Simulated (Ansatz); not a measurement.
Computed with Ansatz on PBE0-D4/def2-TZVP structures; ΔE is electronic, products minus reactants. CCSD(T)/CBS adds triple-zeta CCSD(T) − MP2 to the extrapolated MP2 energy (def2 sets, frozen cores). Functionals use def2-TZVPP. B3LYP here is the variant with VWN-RPA as its local correlation; programs differ in this. Each species was taken in one conformer, which may not be the lowest.

Consider the redistribution: `[CH3][AlH][O][SiH2]O` + `CO[SiH](O)O[SiH3]` → `CO[SiH](O)O[SiH2]O` + `[CH3][AlH][O][SiH3]`.

`[CH3][AlH][O][SiH2]O`:

Z-matrix (Å, degrees):
```
C
Al 1 1.941
H 1 1.094 2 111.3
H 1 1.092 2 112.4 3 121.8
H 1 1.096 2 110.5 3 -118.0
O 2 1.689 1 119.7 3 -136.3
H 2 1.584 1 123.8 3 45.0
Si 6 1.616 2 171.9 1 130.8
O 8 1.643 6 112.7 2 16.4
H 8 1.480 6 110.3 2 -100.0
H 8 1.488 6 107.8 2 138.1
H 9 0.958 8 117.7 6 70.3
```

`CO[SiH](O)O[SiH3]`:

Cartesian coordinates in Å:
```
C 1.931 -1.386 -0.018
O 1.544 -0.030 -0.035
Si 0.279 0.571 0.801
O 0.276 2.183 0.555
O -1.142 -0.024 0.294
Si -2.355 0.235 -0.779
H 1.232 -2.002 -0.592
H 2.920 -1.466 -0.471
H 1.985 -1.779 1.004
H 0.404 0.209 2.228
H 1.109 2.591 0.318
H -3.081 -1.047 -0.957
H -3.288 1.265 -0.258
H -1.813 0.679 -2.090
```

`CO[SiH](O)O[SiH2]O`:

Z-matrix (Å, degrees):
```
C
O 1 1.415
H 1 1.095 2 111.1
H 1 1.093 2 111.0 3 -121.5
H 1 1.091 2 108.2 3 119.0
Si 2 1.638 1 123.7 3 63.7
O 6 1.618 2 106.1 1 172.6
O 6 1.633 2 106.4 1 51.7
H 6 1.478 2 112.0 1 -68.5
Si 7 1.647 6 136.4 2 -7.8
H 8 0.958 6 118.8 2 -169.4
O 10 1.634 7 110.1 6 30.8
H 10 1.485 7 107.5 6 -91.3
H 10 1.478 7 108.8 6 148.7
H 12 0.964 10 114.1 7 -34.3
```

`[CH3][AlH][O][SiH3]`:

Cartesian coordinates in Å:
```
C -0.515 -2.140 -0.181
Al 0.693 -0.834 0.598
O 0.469 0.808 0.280
Si 0.043 2.295 -0.203
H -1.018 -1.761 -1.074
H -1.296 -2.413 0.539
H 0.005 -3.066 -0.443
H 1.899 -1.204 1.553
H -0.603 3.032 0.917
H -0.919 2.228 -1.339
H 1.242 3.055 -0.648
```

Question: Is it downhill or uphill in electronic energy at CCSD(T)/CBS, and by how much? (Estimate.)

Answer: The calculation gave: Downhill: ΔE = -1.0 kcal/mol.

Question: What do these levels give: r2SCAN-D4, ωB97X-V, B2PLYP, B3LYP, HF/def2-TZVPP, MP2/def2-TZVPP, SCS-MP2/def2-TZVPP, CCSD(T)/def2-TZVPP, MP2/def2-QZVPP, SCS-MP2/def2-QZVPP, HF/CBS(def2), CCSD/CBS(def2)? (An estimate is asked.)

Answer: Computed: r2SCAN-D4 -1.2, ωB97X-V -1.1, B2PLYP -0.6, B3LYP -0.2, HF/def2-TZVPP 0.3, MP2/def2-TZVPP -1.0, SCS-MP2/def2-TZVPP -0.7, CCSD(T)/def2-TZVPP -1.1, MP2/def2-QZVPP -1.0, SCS-MP2/def2-QZVPP -0.7, HF/CBS(def2) 0.4, CCSD/CBS(def2) -0.8 kcal/mol.

Largest T1 diagnostic among the species: 0.012.

In def2-TZVPP, CCSD(T) changes the Hartree–Fock value by −1.4 kcal/mol (the triples alone add −0.2 kcal/mol) and MP2 by −1.4 kcal/mol. The D4 term adds −0.8 kcal/mol with B3LYP and −0.4 kcal/mol with PBE0; it sums over pairs of atoms, weighted by their polarisabilities, and B3LYP, whose exchange is more repulsive, gets the larger term.
